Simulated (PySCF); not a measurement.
**Electronic absorption of C3H11ClSSi2**

Compound: C3H11ClSSi2.
SMILES: `CS[Si@@H](Cl)CC[SiH3]`

The calculation used TDDFT B3LYP/def2-SVPD, vertical, gas phase, core orbitals frozen in the response (PySCF 2.14.0, density-fitted response routines). The structure is a single GFN2-xTB conformer in the gas phase; no vibrational or solvent corrections. Torsions of this conformer, `[CH3:1][S:2][Si@@H:3]([Cl:4])[CH2:5][CH2:6][SiH3:7]`: C1–S2–Si3–Cl4 51°, S2–Si3–C5–C6 -57°, Si3–C5–C6–Si7 180°.

Task: Predict the UV-vis stick spectrum at this level.

Result: 

```json
{"state": "S1", "E (eV)": "5.35", "E (hartree)": "0.1967", "f": "0.0030", "|μ| (D)": "0.39", "main configurations (H = HOMO, L = LUMO)": "H→L (97%)"}
{"state": "S2", "E (eV)": "6.02", "E (hartree)": "0.2213", "f": "0.023", "|μ| (D)": "1.01", "main configurations (H = HOMO, L = LUMO)": "H→L+1 (81%), H→L+2 (14%)"}
{"state": "S3", "E (eV)": "6.30", "E (hartree)": "0.2316", "f": "0.022", "|μ| (D)": "0.96", "main configurations (H = HOMO, L = LUMO)": "H→L+2 (77%), H→L+1 (14%)"}
{"state": "S4", "E (eV)": "6.48", "E (hartree)": "0.2380", "f": "0.0042", "|μ| (D)": "0.41", "main configurations (H = HOMO, L = LUMO)": "H→L+3 (94%)"}
{"state": "S5", "E (eV)": "6.76", "E (hartree)": "0.2483", "f": "0.0023", "|μ| (D)": "0.30", "main configurations (H = HOMO, L = LUMO)": "H-1→L (89%)"}
{"state": "S6", "E (eV)": "6.85", "E (hartree)": "0.2519", "f": "0.0037", "|μ| (D)": "0.38", "main configurations (H = HOMO, L = LUMO)": "H→L+4 (63%), H-2→L (9%)"}
{"state": "S7", "E (eV)": "6.88", "E (hartree)": "0.2528", "f": "0.0042", "|μ| (D)": "0.40", "main configurations (H = HOMO, L = LUMO)": "H→L+5 (79%)"}
{"state": "S8", "E (eV)": "7.01", "E (hartree)": "0.2576", "f": "0.0081", "|μ| (D)": "0.55", "main configurations (H = HOMO, L = LUMO)": "H-1→L+1 (94%)"}
```

Triplets (Tamm–Dancoff): T1 5.03 eV, H→L (93%); T2 5.68 eV, H→L+1 (49%), H→L+2 (31%); T3 6.03 eV, H→L+2 (58%), H→L+1 (24%).

The lowest singlet comes at 232 nm (517 kJ/mol) in the ultraviolet; it is very weak; its leading configuration is HOMO→LUMO (97%). The largest oscillator strength of a single state is 0.023. Löwdin shares by element: HOMO sulfur 72%, carbon 10% or more, silicon 7% or more; LUMO sulfur 34%, silicon 16% or more, chlorine 16%, carbon 12% or more (atoms not listed hold the other 23%). Of the 8 states listed, 2 reach f = 0.01 and none stays under 0.0005. Orbital energies (eV): HOMO-3 -9.13, HOMO-2 -8.28, HOMO-1 -7.87, HOMO -6.79, LUMO -0.29, LUMO+1 0.00, LUMO+2 0.35. The listed states span 1.65 eV, and the widest gap between neighbours is 0.67 eV (S1 to S2). No computed singlet lies in the visible range (380 to 750 nm); the lowest, at 232 nm, stands 2.09 eV above its violet end (3.26 eV). Singlets were solved by full linear response, triplets in the Tamm–Dancoff approximation.
